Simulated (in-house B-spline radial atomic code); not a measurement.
## Binding energies in W3+

NIST's tabulated ground configuration is [Xe] 4f14 5d3; each binding energy is the energy of the ion with one electron taken from that subshell, relaxed, less that of the parent. Computed with a radial B-spline atomic code at the basis-set limit: Dirac-Hartree-Fock, average of configuration, Fermi nucleus of rms radius 5.3658 fm. Energies include first-order Breit, QED and recoil terms.

```
subshell  X-ray name  binding energy (eV)  -ε (eV)  relaxation (eV)
      1s           K              69560.1  69997.0             87.7
      2s          L1              12146.2  12241.7             52.3
   2p1/2          L2              11582.7  11681.8             56.8
   2p3/2          L3              10245.2  10326.3             53.7
      3s          M1               2865.3   2903.4             29.4
   3p1/2          M2               2616.7   2655.1             30.4
   3p3/2          M3               2323.9   2357.5             28.8
      4s          N1                640.8    654.5             11.8
   4p1/2          N2                537.3    550.5             11.6
   4p3/2          N3                469.5    480.8             10.5
      5s          O1                120.2    122.7              2.1
   5p1/2          O2                86.79    88.81             1.82
   5p3/2          O3                76.73    78.31             1.50
   4f5/2          N6                72.23    80.51             8.43
   4f7/2          N7                70.11    78.09             8.22
      5d        O4,5                   36    36.61             0.62
```

Relaxation = -ε minus the binding energy without Breit, QED and recoil terms.

Emission lines follow as differences of binding energies, with λ = 12398.42 eV·Å / E:

```tsv
line	holes	energy (eV)	wavelength (Å)
K-L3	1s → 2p3/2	59314.9	0.20903
K-L2	1s → 2p1/2	57977.4	0.21385
K-M3	1s → 3p3/2	67236.2	0.1844
L1-M3	2s → 3p3/2	9822.3	1.2623
L3-M1	2p3/2 → 3s	7379.9	1.68
```

What screening constant σ does Moseley's law, E = (3/4)·13.6057 eV·(Z - σ)², need for K-L3?

σ = -2.24.

Moseley's non-relativistic formula needs a falling, then negative, screening constant for heavy elements, because relativity binds the 1s electron more strongly than the formula allows.

What does it cost to remove both a 2p3/2 and a 4f7/2 electron?

10343 eV, which is 27.71 eV more than the two single binding energies together.

What does it cost to remove both a 1s and a 2p1/2 electron?

81553 eV, which is 410 eV more than the two single binding energies together.

What does it cost to remove both a 2p3/2 and a 2p1/2 electron?

22069 eV, which is 241.3 eV more than the two single binding energies together.
